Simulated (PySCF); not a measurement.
## GaN₂ + O₂ → GaO₂ + N₂

Level: PBE0 in the def2-TZVP basis family, all electrons, no relativity, computed in PySCF with density fitting; open shells unrestricted.

```json
{"species": "GaN₂", "state and structure": "quartet, D∞h, Ga–N 1.807 Å (×2)", "E (Eh)": "-2033.78045", "ZPE (kJ/mol)": "9.3", "H(298 K) − H(0) (kJ/mol)": "12.8", "S° (J/(mol K))": "264.2"}
{"species": "O₂", "state and structure": "triplet, D∞h, O–O 1.193 Å", "E (Eh)": "-150.23561", "ZPE (kJ/mol)": "10.3", "H(298 K) − H(0) (kJ/mol)": "8.7", "S° (J/(mol K))": "204.9"}
{"species": "GaO₂", "state and structure": "doublet, D∞h, Ga–O 1.686 Å (×2)", "E (Eh)": "-2074.86037", "ZPE (kJ/mol)": "9.9", "H(298 K) − H(0) (kJ/mol)": "12.5", "S° (J/(mol K))": "255.3"}
{"species": "N₂", "state and structure": "singlet, D∞h, N–N 1.089 Å", "E (Eh)": "-109.44629", "ZPE (kJ/mol)": "14.9", "H(298 K) − H(0) (kJ/mol)": "8.7", "S° (J/(mol K))": "191.4"}
```

(1) What is the electronic reaction energy?

(2) Add zero-point, thermal and entropy terms for 298.15 K and 1 bar.

Results:

(1) At PBE0/def2-TZVP, ΔE = -763.0 kJ/mol from the differences of the total energies times 2625.5, downhill. 

(2) ΔZPE = 5.2 and Δ[H(298) − H(0)] = -0.3 kJ/mol give ΔH° = -758.1 kJ/mol. ΔS° = -22.4 J/(mol K), so ΔG° = -758.1 − 298.15 × (-0.0224) = -751 kJ/mol.

Some spin contamination: GaN₂ (⟨S²⟩ 3.87). The structures come from searches over a few start shapes, so lower isomers are not excluded.
